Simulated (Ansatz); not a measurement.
```yaml
crystal:
  periodic: [false, false, false]
  atoms:
    - {symbol: C, position_ang: [-2.192694, -2.617544, -0.987499]}
    - {symbol: C, position_ang: [-2.451335, -1.307045, -1.713584]}
    - {symbol: C, position_ang: [-2.122963, -0.066351, -0.893074]}
    - {symbol: Xx, position_ang: [-0.649285, 0.092012, -0.553358]}
    - {symbol: C, position_ang: [-0.355232, 1.374473, 0.209738]}
    - {symbol: C, position_ang: [1.120683, 1.613667, 0.496828]}
    - {symbol: C, position_ang: [1.742256, 0.613559, 1.458576]}
    - {symbol: C, position_ang: [3.211679, 0.875339, 1.729020]}
    - {symbol: O, position_ang: [4.017628, 0.782548, 0.570786]}
    - {symbol: H, position_ang: [-1.134665, -2.749428, -0.749613]}
    - {symbol: H, position_ang: [-2.499473, -3.473101, -1.593604]}
    - {symbol: H, position_ang: [-2.750348, -2.660434, -0.047056]}
    - {symbol: H, position_ang: [-3.504574, -1.265105, -2.010216]}
    - {symbol: H, position_ang: [-1.873931, -1.284361, -2.645501]}
    - {symbol: H, position_ang: [-2.707314, -0.082990, 0.035991]}
    - {symbol: H, position_ang: [-2.454634, 0.822653, -1.442015]}
    - {symbol: H, position_ang: [-0.061860, 0.082612, -1.481087]}
    - {symbol: H, position_ang: [-0.312496, -0.770897, 0.029409]}
    - {symbol: H, position_ang: [-0.745105, 2.221341, -0.366657]}
    - {symbol: H, position_ang: [-0.915856, 1.369510, 1.153456]}
    - {symbol: H, position_ang: [1.246387, 2.619080, 0.915250]}
    - {symbol: H, position_ang: [1.684345, 1.605777, -0.441888]}
    - {symbol: H, position_ang: [1.633270, -0.408225, 1.073594]}
    - {symbol: H, position_ang: [1.204866, 0.634512, 2.415051]}
    - {symbol: H, position_ang: [3.348805, 1.895881, 2.098084]}
    - {symbol: H, position_ang: [3.575980, 0.194760, 2.511055]}
    - {symbol: H, position_ang: [3.945866, -0.112250, 0.228328]}
basis:
  gaussian: {orbitals: cc-pVTZ}
hamiltonian: {xc: {name: SVWN5}}
scf: {lower_state_search: full}
output: {forces: true}
```

```sh
$ ansatz run in.yaml --threads 5 --pin off --events-out ev --progress --plain --max-ram 66560MiB --backend cpu
```

Problem. How does Ansatz answer? (Best estimate.)

Solution. Ansatz gave: The input was rejected before any iteration.
```
Error: YAML parse error: error: line 7 column 16: `Xx` is not an element symbol (H … Og, case-exact)
 --> <input>:7:16
5 |     - {symbol: C, position_ang: [-2.451335, -1.307045, -1.713584]}
6 |     - {symbol: C, position_ang: [-2.122963, -0.066351, -0.893074]}
7 |     - {symbol: Xx, position_ang: [-0.649285, 0.092012, -0.553358]}
8 |     - {symbol: C, position_ang: [-0.355232, 1.374473, 0.209738]}
9 |     - {symbol: C, position_ang: [1.120683, 1.613667, 0.496828]}
```
